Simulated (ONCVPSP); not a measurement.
chromium (Cr): one change to an ONCV potential, before and after

ONCVPSP 4.0.1 input, shortened (lines: element, Z, core and valence counts, functional; n l f; lmax; l rc ep ncon nbas qcut; lloc lpopt rc5 dvloc0; l nproj debl; icmod fcfact rcfact), LDA (Perdew-Wang 92), scalar-relativistic:

```
  Cr 24.00    3    4  -001012      upf
    1    0    2.00
    2    0    2.00
    2    1    6.00
    3    0    2.00
    3    1    6.00
    3    2    5.00
    4    0    1.00
    2
    0    1.55    0.00    4    7   10.30
    1    1.00    0.00    3    8    8.70
    2    1.55    0.00    4    9    8.40
    4    3    1.00    0.00
    0    2    0.60
    1    1    1.90
    2    1    0.70
    0    0.00    0.00
```

Change: d: ncon 3, nbas 8.

Cutoffs: the cutoffs (Ha) at which the residual kinetic energy of the hardest occupied pseudo-wave falls to 1 and 0.1 mHa per electron; they do not see the model core or the augmentation charge, which bear on the density cutoff. Errors are all-electron minus pseudo energies relative to the spin-unpolarised reference configuration.

Problem. What does the change do?

Solution. The potential gets softer (32 Ha and 48 Ha → 30 Ha and 36 Ha); of the 3 tests that both files solve, the error grows in 1 and shrinks in 1 by more than 15 % and 0.3 meV (median size 4.0 → 3.4 meV); neither file shows a bound ghost.

| quantity | base | changed |
| --- | --- | --- |
| cutoff, loose | 32 Ha | 30 Ha |
| cutoff, tight | 48 Ha | 36 Ha |
| loose cutoff by channel | s 29 Ha, p 25 Ha, d 32 Ha | s 29 Ha, p 25 Ha, d 30 Ha |
| bound ghosts | none | none |
| GHOST(+) flags under 300 eV | none | none |
| tests with a reliable result | 3 of 4 | 3 of 4 |
| error for 3s2 3p6 3d5 4s0, meV [ΔE 7.13 eV] | +3.0 | +3.4 |
| error for 3s2 3p6 3d4 4s0, meV [ΔE 23.48 eV] | -6.3 | -12 |
| error for 3s2 3p6 3d4 4s1, meV [ΔE 8.25 eV] | +4.0 | +1.0 |
| s: phases at 1.58 bohr within 0.05 rad from the reference energy up to (Ha; the scan ends near 5) | to the end of the scan | to the end of the scan |
| p: phases at 1.01 bohr within 0.05 rad from the reference energy up to (Ha; the scan ends near 5) | to the end of the scan | to the end of the scan |
| d: phases at 1.58 bohr within 0.05 rad from the reference energy up to (Ha; the scan ends near 5) | 1.4 | 1.4 |
